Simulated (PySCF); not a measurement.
## M06-2X on Cr²⁺ (chromium, charge +2)

Configuration: [Ar] 3d3 4p1, one real determinant (an excited configuration). Computed with PySCF 2.14 in aug-cc-pVTZ (8s7p5d3f2g, 93 functions), with the non-relativistic Hamiltonian (point nucleus).

* Total energy: -1043.108 hartree
* One-electron energy: -1413.343 hartree
* Hartree (Coulomb) energy: 418.063 hartree
* Exchange-correlation energy: -47.828 hartree
* Kinetic energy: 1041.86266 hartree
* ⟨S²⟩: 6.0009
* ⟨L²⟩: 14.005
* Sum of ⟨r⟩: 16.05 bohr
* Sum of ⟨r²⟩: 23.56 bohr²
* Traceless quadrupole moment −½Σ⟨3z² − r²⟩ along its main axis: -4.08 e·bohr²
* Density at the nucleus (Gaussians lack the cusp): 9260 bohr⁻³
* Spin density at the nucleus: -0.0932 bohr⁻³
* Langevin diamagnetic susceptibility: -18.7 ×10⁻⁶ cm³/mol
* Time after the integrals: of the order of 6 core-seconds

| shell | electrons | mean orbital energy (eV) | spread (eV) | rms radius, mean of both spins (bohr) |
| --- | --- | --- | --- | --- |
| 1s α | 1 | -5943.4 | 0 | 0.0743 |
| 1s β | 1 | -5943.3 | 0 | 0.0743 |
| 2s α | 1 | -715.26 | 0 | 0.321 |
| 2s β | 1 | -713.34 | 0 | 0.321 |
| 2p α | 3 | -613.96 | 0.019 | 0.288 |
| 2p β | 3 | -612.26 | 0.132 | 0.288 |
| 3s α | 1 | -112.29 | 0 | 0.964 |
| 3s β | 1 | -108.10 | 0 | 0.964 |
| 3p α | 3 | -82.581 | 0.174 | 1.02 |
| 3p β | 3 | -77.527 | 0.413 | 1.02 |
| 3d α | 3 | -36.184 | 0.242 | 1.23 |
| 4p α | 1 | -17.859 | 0 | 3.19 |

⟨L²⟩ = 14.00 against 20 for a pure G term, so this real determinant mixes terms.
